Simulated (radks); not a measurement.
Numerical settings for neutral lead, [Hg] 6p2. All-electron calculation, scalar-relativistic Kohn-Sham, r2SCAN, spin-polarised, spherical densities, finite nucleus; open shells are filled with parallel spins first (spin-orbit coupling, left out, can overturn this in heavy ions); meta-GGA in the generalised Kohn-Sham scheme; Fermi nuclear charge, rms radius 5.5012 fm. Program: a radial shooting solver on a logarithmic mesh with Libxc functionals. The defaults (mesh step 0.008 in ln r, mesh end at 40 bohr or more with all orbitals vanishing there, Anderson mixing 0.5 over 9 steps, residual threshold near 1e-9 with the energy settled to 1e-9 hartree or 1e-11 of itself, here a cap of 57 iterations) give E = -20878.535 hartree and 6p at -4.184 eV in 11 iterations. Run on one thread of a shared host, so times are rough (Arm Neoverse N1): 0.34 s of CPU time, 0.34 s wall, 11 iterations on 2440 mesh points. Changes against that run (0 stands for a change within the tolerance of the run):

| setting | iterations | converged | E (mhartree) | e(6p) (meV) | CPU (s) |
|---|---|---|---|---|---|
| mesh step in ln r 0.12 | 4 | no | diverged | - | 0.02 |
| mesh step in ln r 0.03 | 11 | yes | -1.18 | 0 | 0.11 |
| mesh step in ln r 0.005 | 12 | yes | 0 | 0 | 0.58 |
| mesh end (bohr) 5 | 11 | yes | +151 | +3.33e+03 | 0.32 |
| mesh end (bohr) 8 | 11 | yes | +5.03 | +236 | 0.34 |
| residual threshold 0.1 | 10 | yes | 0 | -0.0984 | 0.32 |
| residual threshold 1e-16 | 57 | no | 0 | +0.00988 | 0.86 |
| mixing 0.2 | 14 | yes | 0 | +0.00598 | 0.42 |
| linear mixing, mixing 0.5 | 22 | yes | +0.00141 | +0.0189 | 0.57 |
| linear mixing, mixing 1 | 57 | no | +4.56e+05 | -1.01e+06 | 4.6 |
| mixing history 3 | 12 | yes | 0 | +0.0852 | 0.36 |
| iteration cap 8 | 8 | no | -0.00103 | +1.09 | 0.24 |

Settings that end as converged yet miss the energy by more than 1 mhartree: mesh step in ln r 0.03 (-0.00118 hartree); mesh end (bohr) 5 (+0.151 hartree); mesh end (bohr) 8 (+0.00503 hartree). A mesh that ends early acts as a hard wall.
